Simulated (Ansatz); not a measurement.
Computed with Ansatz on PBE0-D4/def2-TZVP structures; ΔE is electronic, products minus reactants. CCSD(T)/CBS is the MP2 limit (def2-TZVPP, def2-QZVPP) plus CCSD(T) − MP2 in def2-TZVPP, frozen cores. This one scheme is used for every species, atoms too. Functionals use def2-TZVPP. HSE06 is defined as in plane-wave codes. Open shells (•) are unrestricted, without spin–orbit coupling. Spin–orbit coupling would lower the free atoms: a little for O; strongly for In. Elements past krypton have def2 core potentials. For In outer-core shells are correlated without core-valence functions, so the limit isn't a true one: a few kJ/mol of doubt a bond, and 10 to 20 or more in all where bonds break to atoms.

Reaction (atomization): `[OH+]1[InH2-][OH+][InH2-]1` → 6 H• + 2 In• + 2 O•

```json
{"level": "PBE0-D4", "ΔE (kJ/mol)": "2667.7"}
{"level": "r2SCANh-D4", "ΔE (kJ/mol)": "2714.6"}
{"level": "BHLYP-D4", "ΔE (kJ/mol)": "2622.0"}
{"level": "ωB97M-V", "ΔE (kJ/mol)": "2753.5"}
{"level": "BLYP", "ΔE (kJ/mol)": "2633.8"}
{"level": "HSE06", "ΔE (kJ/mol)": "2649.2"}
{"level": "HF/def2-SVP", "ΔE (kJ/mol)": "1864.3"}
{"level": "CCSD(T)/def2-TZVPP", "ΔE (kJ/mol)": "2701.1"}
```

(1) What does CCSD(T)/CBS give? (Best estimate.)

Largest T1 diagnostic among the species: 0.015.

Answers

(1) Ansatz gave: +2788.9 kJ/mol. The listed levels differ from it by -121.2, -74.3, -166.9, -35.4, -155.1, -139.7, -924.6, -87.8 kJ/mol.

At CCSD(T), def2-SVP lies −214.7 kJ/mol from the extrapolated value and def2-TZVPP −87.8 kJ/mol: correlation converges slowly with the basis, and small sets miss more of it in the bonded molecule than in its fragments. From PBE to PBE0 (25 % exact exchange), in def2-TZVPP and without D4, ΔE moves by −43.4 kJ/mol: exact exchange takes away binding that semilocal exchange gives to molecules. Leaving LDA and LC-ωPBE aside and taking each functional with its dispersion term where it has one, the values, not all of them listed here, spread over 142.0 kJ/mol, from BHLYP-D4 to B97M-V. LDA lies +456.6 kJ/mol from PBE without D4, its usual overbinding.

For atomizations the MP2-based limit and the directly extrapolated one differ by several kJ/mol either way, and by 10 to 25 for some Ge, Se and Sn compounds, so smaller differences from it don't rank the levels.
